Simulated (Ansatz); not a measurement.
Gas-phase electronic energies from Ansatz, PBE0-D4/def2-TZVP geometries. CBS: MP2 limit from def2 TZ/QZ plus the TZ coupled-cluster correction, frozen cores. Functionals use def2-TZVPP. For Br outer-core shells are correlated without core-valence functions, which leaves a few kJ/mol of doubt a bond. Scalar relativity is left out up to krypton. One conformer a species, not always the lowest.

Reaction (ligand exchange at the Si–N bond): `CN(C)[Si](O)(O)Br` + HBr → `O[Si](O)(Br)Br` + dimethylamine

`CN(C)[Si](O)(O)Br`:

Cartesian coordinates in Å:
```
C -0.767 -0.941 1.248
N 0.161 -0.344 0.313
C 1.518 -0.277 0.806
Si -0.357 0.555 -1.011
O 0.875 0.627 -2.075
O -1.730 -0.123 -1.567
Br -0.890 2.706 -0.569
H -0.450 -1.962 1.494
H -0.822 -0.372 2.185
H -1.765 -0.994 0.814
H 2.177 0.153 0.052
H 1.885 -1.283 1.042
H 1.589 0.330 1.719
H 0.978 1.448 -2.557
H -2.403 0.476 -1.893
```

HBr:

Z-matrix (Å, degrees):
```
Br
H 1 1.420
```

`O[Si](O)(Br)Br`:

```xyz
7

O     0.011    0.724   -1.232
Si    0.114   -0.216    0.086
O    -1.375   -0.519    0.636
Br    1.022   -2.164   -0.352
Br    1.353    0.819    1.602
H     0.816    1.122   -1.570
H    -1.940    0.234    0.829
```

`CNC`:

Cartesian coordinates in Å:
```
C -1.208 0.009 0.007
N 0.052 -0.318 0.633
C 1.185 -0.072 -0.228
H -2.026 -0.139 0.715
H -1.379 -0.662 -0.840
H -1.265 1.043 -0.376
H 0.154 0.206 1.492
H 1.142 -0.747 -1.088
H 2.113 -0.279 0.307
H 1.234 0.958 -0.622
```

CCSD(T)/CBS gives -2.8 kcal/mol.

Q: Another level gave -3.7 kcal/mol. Which?
A. BLYP-D4/def2-TZVPP
B. r2SCANh/def2-TZVPP
C. RPA@PBE/def2-TZVPP
D. PBE0/def2-TZVPP

A: B. r2SCANh -3.7, BLYP-D4 -1.8, PBE0 -4.8, RPA@PBE/def2-TZVPP -0.8 kcal/mol.

Largest T1 diagnostic among the species: 0.010.

The D4 term adds +2.1 kcal/mol with B3LYP and +1.4 kcal/mol with PBE0; it sums over pairs of atoms, weighted by their polarisabilities, and B3LYP, whose exchange is more repulsive, gets the larger term. At CCSD(T), def2-SVP lies +2.8 kcal/mol from the extrapolated value and def2-TZVPP +1.6 kcal/mol.

B3LYP here is the variant with VWN-RPA as its local correlation; programs differ in this.
